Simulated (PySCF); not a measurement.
Identify the compound

Molecular formula: CH10N2OSi3. Simulated spectra:

¹H NMR (500 MHz, computed): δ 5.58 (m, 1H), 5.49 (m, 1H), 5.25 (m, 1H), 5.24 (m, 1H), 5.03 (m, 1H), 3.80 (m, 1H), 3.68 (m, 1H), 0.08 (br s, 2H), -0.43 (br s, 1H).

¹³C{¹H} NMR (computed): δ 58.9 (CH2).

PySCF calculation with σ from GIAO-PBE0/pcSseg-1 and coordinates at the GFN2-xTB level; single conformer, no solvent model, rapidly exchanging positions averaged, non-relativistic.

δ = σ(ref) − σ, references computed at the same level: ¹H, ¹³C against TMS.

**Question.** Which of these isomers gave the spectra?
A. N[SiH2]O[Si@@H]1CN[SiH2]1
B. CN[Si@@H]1[SiH2]O[Si@H]1N
C. N[Si@@H](C=O)N([SiH3])[SiH3]
D. N[Si@H]1CO[SiH2][SiH2]N1

**Answer.** D. 

Rings plus π bonds: 1 (1 ring in the answer). Carbon types of the structure: 1 × CH2, leaving 8 H on heteroatoms. δC 58.9: sp3 CH2 bonded to O and Si; deshielded by the electronegative neighbour. δH 5.49, 5.25: hydrogen on a silicon bonded to O, Si, in a 6-membered ring. δH 3.80, 3.68: hydrogen on an sp3 CH2 bonded to O and Si; its carbon carries O, which withdraws density. δH 0.08: hydrogen on a nitrogen bonded to Si; exchangeable, gas-phase position. δH -0.43: hydrogen on a nitrogen bonded to 2 Si, in a 6-membered ring; exchangeable, gas-phase position.

The others: CN[Si@@H]1[SiH2]O[Si@H]1N would give 5 signals for carbon-bound and other non-exchanging H, not 7; N[Si@@H](C=O)N([SiH3])[SiH3] would give 3 signals for carbon-bound and other non-exchanging H, not 7; N[SiH2]O[Si@@H]1CN[SiH2]1 has carbons computed at 53.6.

The OH or NH signal is concentration- and solvent-dependent in practice; the value given is the gas-phase one. Shifts are as computed. Against solution values, carbons near 30 ppm lie about +3 ppm off and those near 130 ppm about +5 ppm. Of 1211 compounds with measured shifts, 218 miss one by over three times the rms of a fit or turn the order of signals round; such compounds aren't used in these exercises. Multiplicities follow the n + 1 count of equivalent neighbours, as no J values were calculated; m marks all less simple cases, F and P coupling included.
